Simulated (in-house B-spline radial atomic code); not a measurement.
Br⁵⁺. Computed with a B-spline radial atomic code. Model: all-electron spherical atom, spin shells full or empty, radial basis limit, no spin-orbit coupling: exact exchange with a local potential (Slater, KLI or optimised effective potential, whose far tail is KLI's), no correlation.

The run also made RPA and GW results, which its time includes.

The Slater potential averages the orbital exchange potentials with the orbital densities as weights, KLI adds orbital constants, and the optimised effective potential minimises the exact-exchange energy among local potentials. So their energies lie above Hartree-Fock in the order OEP, KLI, Slater. All fall off as −1/r, unlike LDA and GGA exchange.

Command:
```bash
python run_gw.py task.json out
```
Settings (lengths in bohr, energies in hartree):
```
Z                      35
electrons              30
configuration          [Ar] 3d10 4s2
hamiltonian            nr
method                 kli
lmax                   9
spin_polarised         False
box_radius             10.43
intervals              71
ion_configuration      [Ar] 3d10 4s1
```

Time taken, with all properties: 12 s on 1 thread of Arm Neoverse N1, on a shared host.

Given: hamiltonian non-relativistic; mean-field start exchange-only KLI.

Computed: energy above Hartree-Fock 12.131 millihartree; virial ratio -E/T less 1 0.000548.

```csv
radius (bohr),r times exchange potential (hartree bohr)
0.00143,-0.039325
0.00176,-0.048346
0.00218,-0.059784
0.00269,-0.073594
0.00332,-0.090503
0.00409,-0.11091
0.00505,-0.13589
0.00624,-0.16602
0.0077,-0.20157
0.00951,-0.24324
0.0117,-0.28979
0.0145,-0.34285
0.0179,-0.39742
0.0221,-0.45046
0.0273,-0.49612
0.0336,-0.52667
0.0415,-0.53755
0.0513,-0.53174
0.0633,-0.53746
0.0781,-0.59781
0.0964,-0.71356
0.119,-0.83736
0.147,-0.92244
0.181,-0.93536
0.224,-0.87642
0.276,-0.85719
0.341,-1.0182
0.421,?
0.52,-1.3804
0.642,-1.3741
0.792,-1.2243
0.978,?
1.21,-0.85785
1.49,-0.8867
1.84,-0.95218
2.27,-0.98596
2.8,-0.99689
```

(1) What belongs in the row 0.421?

(2) What belongs in the row 0.978?

```tsv
occupied	level (hartree)	Hartree-Fock level (hartree)
1s	-483.59	-492.73
2s	?	?
2p	-58.512	-61.18
3s	-11.314	-12.454
3p	-9.1724	-10.048
3d	-5.3469	-5.7982
4s	-3.0958	-3.0968
```

(3) What belongs in the row 2s?

```
empty  level (hartree)
   4p           -2.563
   4d          -1.7658
   5s                ?
   5p          -1.3257
```

(4) What belongs in the row 5s?

Answers

(1) r times exchange potential (hartree bohr): -1.2413.

(2) r times exchange potential (hartree bohr): -0.99904.

(3) level (hartree): -64.6; Hartree-Fock level (hartree): -67.825.

(4) level (hartree): -1.5206.

The highest level, 4s, differs from Hartree-Fock by +0.027 eV and the deepest, 1s, by +249 eV: a local potential can match the highest level but can't give each shell its own exchange.
